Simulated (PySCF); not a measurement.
Isomers of CH13NOSi4, mass 167.007 u with the commonest isotopes. The calculation used PBE0/pcSseg-1 in PySCF (dipole) on a GFN2-xTB geometry, gas phase. One conformer each, none proved a minimum here; rigid rotors.

Question: Order these by rotational constant B, largest first.
A. `[CH3:1][Si@:2]([OH:3])([SiH2:4][NH2:5])[SiH2:6][SiH3:7]` with C1–Si2–O3–H 56°, C1–Si2–Si4–N5 -86°, Si2–Si4–N5–H 53° and -171°, C1–Si2–Si6–Si7 72°
B. `[CH3:1][SiH2:2][Si@:3]([OH:4])([SiH3:5])[SiH2:6][NH2:7]` with C1–Si2–Si3–O4 -67°, Si2–Si3–O4–H -64°, Si2–Si3–Si6–N7 64°, Si3–Si6–N7–H -52° and 172°
C. `[CH3:1][SiH2:2][O:3][Si@@H:4]([NH2:5])[SiH2:6][SiH3:7]` with C1–Si2–O3–Si4 52°, Si2–O3–Si4–N5 -36°, O3–Si4–N5–H -44° and 177°, O3–Si4–Si6–Si7 -2°
D. `[CH3:1][Si@@H:2]([O:3][SiH3:4])[N:5]([SiH3:6])[SiH3:7]` with C1–Si2–O3–Si4 7°, C1–Si2–N5–Si6 51°

Answer: B (923.0 MHz), A (803.2 MHz), D (785.6 MHz), C (738.4 MHz).

Question: Order these by radius of gyration √(Σ m r²/M), smallest first.
A. `[CH3:1][Si@:2]([OH:3])([SiH2:4][NH2:5])[SiH2:6][SiH3:7]` with C1–Si2–O3–H 56°, C1–Si2–Si4–N5 -86°, Si2–Si4–N5–H 53° and -171°, C1–Si2–Si6–Si7 72°
B. `[CH3:1][SiH2:2][O:3][Si@@H:4]([NH2:5])[SiH2:6][SiH3:7]` with C1–Si2–O3–Si4 52°, Si2–O3–Si4–N5 -36°, O3–Si4–N5–H -44° and 177°, O3–Si4–Si6–Si7 -2°
C. `[CH3:1][SiH2:2][Si@:3]([OH:4])([SiH3:5])[SiH2:6][NH2:7]` with C1–Si2–Si3–O4 -67°, Si2–Si3–O4–H -64°, Si2–Si3–Si6–N7 64°, Si3–Si6–N7–H -52° and 172°

Answer: C (2.311 Å), A (2.354 Å), B (2.417 Å).

Question: Order these by rotational constant C, smallest first.
A. `[CH3:1][Si@:2]([OH:3])([SiH2:4][NH2:5])[SiH2:6][SiH3:7]` with C1–Si2–O3–H 56°, C1–Si2–Si4–N5 -86°, Si2–Si4–N5–H 53° and -171°, C1–Si2–Si6–Si7 72°
B. `[CH3:1][SiH2:2][O:3][Si@@H:4]([NH2:5])[SiH2:6][SiH3:7]` with C1–Si2–O3–Si4 52°, Si2–O3–Si4–N5 -36°, O3–Si4–N5–H -44° and 177°, O3–Si4–Si6–Si7 -2°
C. `[CH3:1][SiH2:2][Si@:3]([OH:4])([SiH3:5])[SiH2:6][NH2:7]` with C1–Si2–Si3–O4 -67°, Si2–Si3–O4–H -64°, Si2–Si3–Si6–N7 64°, Si3–Si6–N7–H -52° and 172°
D. `[CH3:1][Si@@H:2]([O:3][SiH3:4])[N:5]([SiH3:6])[SiH3:7]` with C1–Si2–O3–Si4 7°, C1–Si2–N5–Si6 51°

Answer: B (552.1 MHz), D (590.7 MHz), A (609.1 MHz), C (666.9 MHz).

```csv
SMILES,point group,Ia (u·Å²),Ib (u·Å²),Ic (u·Å²),κ,μa (D),μb (D),μc (D)
C[SiH2][Si@](O)([SiH3])[SiH2]N,C1,478.58,547.56,757.80,0.32,1.28,0.05,0.15
C[Si@@H](O[SiH3])N([SiH3])[SiH3],C1,278.93,643.27,855.54,-0.68,0.28,0.52,0.69
C[SiH2]O[Si@@H](N)[SiH2][SiH3],C1,351.42,684.43,915.44,-0.58,1.22,1.39,0.94
C[Si@](O)([SiH2]N)[SiH2][SiH3],C1,391.61,629.20,829.74,-0.43,0.19,0.41,1.44
```
